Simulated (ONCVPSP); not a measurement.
# PBEsol ONCV dataset for O, scalar-relativistic all-electron reference.

ONCVPSP 4.0.1 input, shortened (lines: element, Z, core and valence counts, functional; n l f; lmax; l rc ep ncon nbas qcut; lloc lpopt rc5 dvloc0; l nproj debl; icmod fcfact rcfact), PBEsol, scalar-relativistic:

```
  O 8.00    1    2  -116133      upf
    1    0    2.00
    2    0    2.00
    2    1    2.00
    1
    0    0.95    0.00    3    7    6.10
    1    0.95    0.00    4    7   11.70
    1    5    0.95    0.00
    0    2    1.70
    1    0    3.90
    0    0.00    0.00
```

In the s channel the program set the typed energies aside and used -2.136, 0.250 Ha.

Poles of the logarithmic derivatives, all-electron (AE) and pseudo (PS). s: poles at 2.8 (AE) and 2.8 (PS) Ha. p: poles at 1.6 (AE) and 1.8 (PS) Ha. Test radii: s 0.96, p 0.96 bohr.

* Cutoffs needed: 122 Ha and 208 Ha (the cutoffs (Ha) at which the residual kinetic energy of the hardest occupied pseudo-wave falls to 1 and 0.1 mHa per electron)
* Ghost test: no bound ghost flagged; no localised positive-energy state flagged
* Largest excitation error: +291 meV (all-electron minus pseudo) for 2s0 2p6, out of 4 test configurations
